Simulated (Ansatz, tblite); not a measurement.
Removing and adding an electron: the cluster Sn2Te (the lowest singlet isomer of a short search). Total charge 0; singlet. Geometry: r2SCAN-D4/def2-SVP. Ansatz, gas phase; energy differences of separate SCF runs; the oxidised species was run as a doublet alone; the reduced species was run as a doublet alone.

```csv
atom,x (Å),y (Å),z (Å)
Sn1,-1.1939,-1.0556,-0.4901
Sn2,1.0813,-0.3188,1.2284
Te3,0.1125,1.3744,-0.7383
```

In the def2 sets Sn, Te take a core potential; there is no spin–orbit coupling. The xTB rows come from tblite. The structure comes from a short search, and lower isomers may exist.

**Question.** Estimate orbital energies and vertical ionisation energies and electron affinities at: GFN1-xTB; GFN2-xTB; PBE-D4/def2-TZVP; PBE-D4/def2-TZVPD; r2SCAN-D4/def2-TZVP; r2SCAN-D4/def2-TZVPD; PBE0-D4/def2-TZVP; PBE0-D4/def2-TZVPD.

**Answer.** 
```json
{"level": "GFN1-xTB", "−HOMO (eV)": "9.06", "vertical IE (eV)": "12.01", "−LUMO (eV)": "7.77", "vertical EA (eV)": "4.78", "HOMO–LUMO gap (eV)": "1.29", "IE − EA (eV)": "7.24", "remarks": "–"}
{"level": "GFN2-xTB", "−HOMO (eV)": "8.80", "vertical IE (eV)": "11.93", "−LUMO (eV)": "7.41", "vertical EA (eV)": "3.98", "HOMO–LUMO gap (eV)": "1.39", "IE − EA (eV)": "7.95", "remarks": "–"}
{"level": "PBE-D4/def2-TZVP", "−HOMO (eV)": "4.49", "vertical IE (eV)": "6.91", "−LUMO (eV)": "3.67", "vertical EA (eV)": "–", "HOMO–LUMO gap (eV)": "0.82", "IE − EA (eV)": "–", "remarks": "–"}
{"level": "PBE-D4/def2-TZVPD", "−HOMO (eV)": "4.50", "vertical IE (eV)": "–", "−LUMO (eV)": "3.69", "vertical EA (eV)": "1.54", "HOMO–LUMO gap (eV)": "0.82", "IE − EA (eV)": "–", "remarks": "HOMO above zero (-1 doublet)"}
{"level": "r2SCAN-D4/def2-TZVP", "−HOMO (eV)": "4.70", "vertical IE (eV)": "6.93", "−LUMO (eV)": "3.65", "vertical EA (eV)": "–", "HOMO–LUMO gap (eV)": "1.04", "IE − EA (eV)": "–", "remarks": "–"}
{"level": "r2SCAN-D4/def2-TZVPD", "−HOMO (eV)": "4.70", "vertical IE (eV)": "–", "−LUMO (eV)": "3.66", "vertical EA (eV)": "1.66", "HOMO–LUMO gap (eV)": "1.04", "IE − EA (eV)": "–", "remarks": "HOMO above zero (-1 doublet)"}
{"level": "PBE0-D4/def2-TZVP", "−HOMO (eV)": "5.29", "vertical IE (eV)": "6.97", "−LUMO (eV)": "3.05", "vertical EA (eV)": "–", "HOMO–LUMO gap (eV)": "2.24", "IE − EA (eV)": "–", "remarks": "–"}
{"level": "PBE0-D4/def2-TZVPD", "−HOMO (eV)": "5.30", "vertical IE (eV)": "–", "−LUMO (eV)": "3.06", "vertical EA (eV)": "1.57", "HOMO–LUMO gap (eV)": "2.24", "IE − EA (eV)": "–", "remarks": "–"}
```

   A HOMO above zero means that the electron is unbound at that level or that self-interaction error raises the level; the energy of removing that electron tells which. Raw xTB energy differences between charge states are shifted by several eV; the methods need an empirical correction for them.
